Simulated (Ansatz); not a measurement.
B₅P₅⁻. Charge -1, multiplicity 2. Geometry r2SCAN-D4/def2-SVP, that of the neutral singlet; atoms count from 1.

```xyz
10

B    -0.556   -0.768   -1.348
B     0.698    0.825    1.000
B     1.689    0.106   -0.627
B    -0.707    0.190    1.516
B    -1.692   -0.366    0.132
P    -2.233   -0.555    1.935
P    -2.313   -0.437   -1.573
P     1.440    1.976   -0.241
P     2.542    0.248    1.016
P     1.131   -1.218   -1.811
```

Another isomer (singlet) lies 0.47 eV lower at PBE0-D4/def2-TZVP.

Problem. Estimate the Mulliken populations from the PBE0/def2-TZVP orbitals of Ansatz.

Solution. 
```
atom  charge (e)  spin (α − β)
  B1       -0.02         -0.14
  B2        0.22          0.01
  B3        0.06         -0.04
  B4       -0.21          0.06
  B5       -0.01          0.05
  P6       -0.25          0.10
  P7       -0.22          0.28
  P8       -0.16          0.08
  P9       -0.18          0.01
 P10       -0.23          0.58
```
Mulliken values and Mayer orders depend strongly on the basis.

Problem. Where does the spin sit?

Solution. Summed by element: B -0.06, P 1.06, of 1 unpaired in all. Largest on single atoms: P10 0.58, P7 0.28, B1 -0.14.

Problem. And the Mayer bond orders between bonded heavy atoms (over 0.3)?

Solution. B1–B5 0.46 (1.91 Å); B1–P7 1.52 (1.80 Å); B1–P10 1.50 (1.81 Å); B2–B4 1.09 (1.63 Å); B2–P8 1.07 (1.85 Å); B2–P9 0.89 (1.93 Å); B3–P8 1.01 (1.93 Å); B3–P9 1.14 (1.86 Å); B3–P10 1.18 (1.86 Å); B4–B5 0.57 (1.79 Å); B4–P6 1.78 (1.75 Å); B5–P6 1.18 (1.89 Å); B5–P7 1.33 (1.82 Å); P8–P9 0.90 (2.40 Å).
